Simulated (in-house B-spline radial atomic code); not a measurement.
## LC-wPBE excitations of Br VIII (Br7+)

Method: LC-wPBE. Computed with a B-spline radial code for spherical atoms: linear response of the closed shell [Ar] 3d10 with the functional's adiabatic kernel; scalar-relativistic (spin-free one-electron X2C), finite nucleus, no spin-orbit coupling, no double excitations, S, P, D and F terms only. Only terms of natural parity with L up to 3 were computed.

Command:
```bash
python run_td.py task.json out
```
Settings (radii: box in bohr, nucleus in fm):
```
Z                        35
electrons                28
configuration            [Ar] 3d10
hamiltonian              x2c
method                   lc_wpbe
box_radius               12.81
rms_radius               4.1629
intervals                70
```

Run time, properties included: 0.9 s on 1 thread of AMD EPYC 9R45 96-Core Processor (Zen 5) (shared host).

The lowest states, in the order of their Tamm-Dancoff energies; the method's threshold (minus the highest occupied level) is 181.74 eV. Labels give the largest channel, * marks a mixed state, and oscillator strengths are full-response dipole values. Semilocal kernels can invert the small singlet-triplet splittings of Rydberg terms. Energies in eV:

```tsv
state	full response	Tamm-Dancoff	oscillator strength
3d → 4s 3D	63.96	63.97	-
3d → 4s 1D	64.78	64.79	-
3d → 4p 3P	80.92	80.94	-
3d → 4p 3F	81.12	81.13	-
3d → 4p 1F	81.74	81.74	-
3d → 4p 1P	83.08	83.17	0.543
3d → 4d 3S	106.32	106.35	-
3d → 4d 3D	107.27	107.28	-
3d → 4d 1D	108.16	108.17	-
3d → 4d 1S	114.62	115.49	-
3d → 5s 3D	119.77	119.78	-
3d → 5s 1D	?	?	-
3d → 5p 3P	126.36	126.37	-
3d → 5p 3F	126.44	126.45	-
3d → 5p 1F	126.65	126.65	-
3d → 5p 1P	127.02	127.04	0.0492
3d → 4f 3P	128.49	128.49	-
3d → 4f 3F	128.67	128.68	-
3d → 4f 1F	?	?	-
3d → 4f 1P	129.96	130.03	1.09
3d → 5d 3S	136.75	136.76	-
3d → 5d 3D	137.15	137.15	-
```

(1) Where does 3d → 5s 1D lie?

(2) Where does 3d → 4f 1F lie?

(3) How large is the singlet-triplet splitting of 3d → 4s (D terms) in Tamm-Dancoff?

(4) What polarisabilities and dispersion coefficient does the method give?

Results:

(1) At 120.00 eV in full response, 120.01 eV in Tamm-Dancoff.

(2) At 128.87 eV in full response, 128.87 eV in Tamm-Dancoff.

(3) 0.82 eV, from the unrounded values.

(4) Dipole 0.2836 bohr³, quadrupole 0.2266 bohr⁵, C6 0.3705 hartree·bohr⁶ for two such species.
